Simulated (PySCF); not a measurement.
C4H6F2, SMILES C/C=C/C(F)F. Geometry: PBE0-D3(BJ)/def2-SVP. Other conformers were not sampled.

Computed equilibrium geometry at PBE0-D3(BJ)/def2-SVP (PySCF confirms it by a frequency run) as bond lengths and angles (one conformer of several):
Atoms: C1 C2 C3 C4 F5 F6 H7 H8 H9 H10 H11 H12. Bonds (Å): C1–C2 1.489, C1–H7 1.103, C1–H8 1.099, C1–H9 1.103, C2–C3 1.334, C2–H10 1.096, C3–C4 1.492, C3–H11 1.096, C4–F5 1.352, C4–F6 1.357, C4–H12 1.106. Bond angles (°): C2–C1–H7 110.7, C2–C1–H8 112.1, C2–C1–H9 110.9, H7–C1–H8 108.3, H7–C1–H9 106.3, H8–C1–H9 108.4, C1–C2–C3 125.3, C1–C2–H10 117.0, C3–C2–H10 117.7, C2–C3–C4 123.7, C2–C3–H11 121.4, C4–C3–H11 114.9, C3–C4–F5 111.6, C3–C4–F6 110.0, C3–C4–H12 112.5, F5–C4–F6 107.8, F5–C4–H12 107.7, F6–C4–H12 107.1.
